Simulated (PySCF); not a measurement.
Sn(Br)3(NH2), SMILES [NH2][Sn]([Br])([Br])[Br] (H₂Br₃NSn), PBE0/def2-SVP optimised geometry.

```
7

N     -1.03     0.71     0.00
Sn    -0.42    -1.22     0.00
Br     2.05    -1.22     0.00
Br    -1.29    -2.28    -2.05
Br    -1.18    -2.57     1.94
H     -0.69     1.22     0.82
H     -2.05     0.78    -0.02
```

Density from PBE0/def2-TZVP, def2 effective core potentials past Kr run with PySCF at that geometry. The core electrons that the potentials of Sn replace are not part of the density.

Minimum of the electron density along straight lines between bonded atoms, close to the bond critical point (lines longer than 1.1 times the sum of covalent radii, or with two minima, are not listed):

```csv
bond,length / Å,ρ at the minimum / e bohr⁻³,∇²ρ there / e bohr⁻⁵,position (fraction from the first atom)
N1–Sn2,2.019,0.122,0.31,0.49
Sn2–Br3,2.470,0.081,0.10,0.47
Sn2–Br4,2.470,0.081,0.10,0.47
Sn2–Br5,2.489,0.078,0.10,0.47
N1–H6,1.020,0.328,-1.58,0.74
N1–H7,1.020,0.328,-1.58,0.74
```
